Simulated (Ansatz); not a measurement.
Input and output for C₁₂H₁₄O₂, SMILES `CC(C)C(=O)/C=C(\O)c1ccccc1`.

```yaml
crystal:
  periodic: [false, false, false]
  atoms:
    - {symbol: C, position_ang: [-3.006624, 0.624939, 1.823722]}
    - {symbol: C, position_ang: [-3.032170, 0.751478, 0.303288]}
    - {symbol: C, position_ang: [-2.787389, 2.188665, -0.143418]}
    - {symbol: C, position_ang: [-2.044742, -0.201968, -0.329170]}
    - {symbol: O, position_ang: [-2.474554, -1.135520, -1.033544]}
    - {symbol: C, position_ang: [-0.645814, -0.024505, -0.100816]}
    - {symbol: C, position_ang: [0.252396, -0.894809, -0.666412]}
    - {symbol: O, position_ang: [-0.162881, -1.892560, -1.409403]}
    - {symbol: C, position_ang: [1.708735, -0.812500, -0.489645]}
    - {symbol: C, position_ang: [2.500628, -1.901224, -0.852500]}
    - {symbol: C, position_ang: [3.873809, -1.855095, -0.684895]}
    - {symbol: C, position_ang: [4.474248, -0.719563, -0.161913]}
    - {symbol: C, position_ang: [3.694109, 0.373069, 0.191474]}
    - {symbol: C, position_ang: [2.321493, 0.327252, 0.030053]}
    - {symbol: H, position_ang: [-3.777873, 1.260181, 2.266032]}
    - {symbol: H, position_ang: [-3.190910, -0.403555, 2.140875]}
    - {symbol: H, position_ang: [-2.042530, 0.936906, 2.233377]}
    - {symbol: H, position_ang: [-4.010633, 0.427195, -0.061635]}
    - {symbol: H, position_ang: [-3.564281, 2.843272, 0.258904]}
    - {symbol: H, position_ang: [-1.823705, 2.560317, 0.213740]}
    - {symbol: H, position_ang: [-2.800092, 2.276771, -1.231777]}
    - {symbol: H, position_ang: [-0.301925, 0.775888, 0.534742]}
    - {symbol: H, position_ang: [-1.183496, -1.806206, -1.414380]}
    - {symbol: H, position_ang: [2.023383, -2.781883, -1.262205]}
    - {symbol: H, position_ang: [4.478856, -2.709574, -0.964913]}
    - {symbol: H, position_ang: [5.549951, -0.682528, -0.033700]}
    - {symbol: H, position_ang: [4.159455, 1.266974, 0.590090]}
    - {symbol: H, position_ang: [1.725955, 1.193284, 0.290429]}
basis:
  gaussian: {orbitals: def2-SVPD}
hamiltonian: {xc: {name: revPBE}}
output: {forces: true}
```

```sh
$ ansatz run in.yaml --threads 11 --pin off --events-out ev --progress --plain --max-ram 174080MiB --backend cuda --devices 0, --max-vram 75GiB
```

It prints (some lines left out):

```
Functional definition: revPBE
3294 factors; their error is unknown
mean field evaluation 1: about -16727.4365 eV, gradient 9.9e1 eV
mean field evaluation 2: about -16695.6034 eV, gradient 1.5e2 eV
mean field evaluation 4: about -16750.1312 eV, gradient 2.0e1 eV
mean field evaluation 8: about -16751.0216 eV, gradient 3.6e-1 eV
mean field evaluation 16: about -16750.7821 eV, gradient 2.4e-2 eV
mean field -16750.78212568 eV, -615.5798890306 hartree, gradient 4.8e-5 eV, S^2 0.000000; 0 other end points of the search recorded, 0 dependent functions left out
reference -16750.78221917 eV, -615.5798924664 hartree; 51, 51 occupied and 347, 347 virtual orbitals, 3294 factors
Total energy: -16750.78221917 eV, -615.5798924664 hartree
Atom 0 at    -3.006624     0.624939     1.823722 Å, force    -0.066926    -0.045123     0.072226 eV/Å
Atom 1 at    -3.032170     0.751478     0.303288 Å, force     0.007889     0.138742     0.105346 eV/Å
Atom 2 at    -2.787389     2.188665    -0.143418 Å, force    -0.055921     0.068145    -0.066521 eV/Å
Atom 3 at    -2.044742    -0.201968    -0.329170 Å, force     0.142106     0.741286     0.524661 eV/Å
Atom 4 at    -2.474554    -1.135520    -1.033544 Å, force    -0.649647    -1.222088    -0.927341 eV/Å
Atom 5 at    -0.645814    -0.024505    -0.100816 Å, force    -0.301126     0.368151     0.226437 eV/Å
Atom 6 at     0.252396    -0.894809    -0.666412 Å, force     0.589234     0.014765     0.045185 eV/Å
Atom 7 at    -0.162881    -1.892560    -1.409403 Å, force     0.112633    -0.854125    -0.602397 eV/Å
Atom 8 at     1.708735    -0.812500    -0.489645 Å, force    -0.473874    -0.007750    -0.043767 eV/Å
Atom 9 at     2.500628    -1.901224    -0.852500 Å, force    -0.083707    -0.444100    -0.201804 eV/Å
Atom 10 at     3.873809    -1.855095    -0.684895 Å, force     0.260991    -0.389541    -0.134937 eV/Å
Atom 11 at     4.474248    -0.719563    -0.161913 Å, force     0.525148     0.030584     0.068422 eV/Å
Atom 12 at     3.694109     0.373069     0.191474 Å, force     0.216818     0.397983     0.194862 eV/Å
Atom 13 at     2.321493     0.327252     0.030053 Å, force    -0.181919     0.428486     0.147080 eV/Å
Atom 14 at    -3.777873     1.260181     2.266032 Å, force    -0.348292     0.281324     0.236048 eV/Å
Atom 15 at    -3.190910    -0.403555     2.140875 Å, force    -0.088333    -0.457153     0.170318 eV/Å
Atom 16 at    -2.042530     0.936906     2.233377 Å, force     0.410750     0.142601     0.219907 eV/Å
Atom 17 at    -4.010633     0.427195    -0.061635 Å, force    -0.443560    -0.142048    -0.161252 eV/Å
Atom 18 at    -3.564281     2.843272     0.258904 Å, force    -0.343739     0.328150     0.167550 eV/Å
Atom 19 at    -1.823705     2.560317     0.213740 Å, force     0.413136     0.204774     0.152731 eV/Å
Atom 20 at    -2.800092     2.276771    -1.231777 Å, force    -0.007735     0.065896    -0.492577 eV/Å
Atom 21 at    -0.301925     0.775888     0.534742 Å, force     0.175219     0.386209     0.304929 eV/Å
Atom 22 at    -1.183496    -1.806206    -1.414380 Å, force    -0.455415    -0.053373    -0.075875 eV/Å
Atom 23 at     2.023383    -2.781883    -1.262205 Å, force    -0.212849    -0.446433    -0.196739 eV/Å
Atom 24 at     4.478856    -2.709574    -0.964913 Å, force     0.320435    -0.452347    -0.146924 eV/Å
Atom 25 at     5.549951    -0.682528    -0.033700 Å, force     0.564537     0.017972     0.067385 eV/Å
Atom 26 at     4.159455     1.266974     0.590090 Å, force     0.244078     0.467364     0.208305 eV/Å
Atom 27 at     1.725955     1.193284     0.290429 Å, force    -0.269931     0.431649     0.138742 eV/Å
Dipole moment:     0.375987     0.419318     0.347436 e Å
```

Run time 3.7 s (11 threads of an AMD EPYC 7R13 on a shared host and a whole NVIDIA H100 80 GB); peak host memory 1.8 GiB.
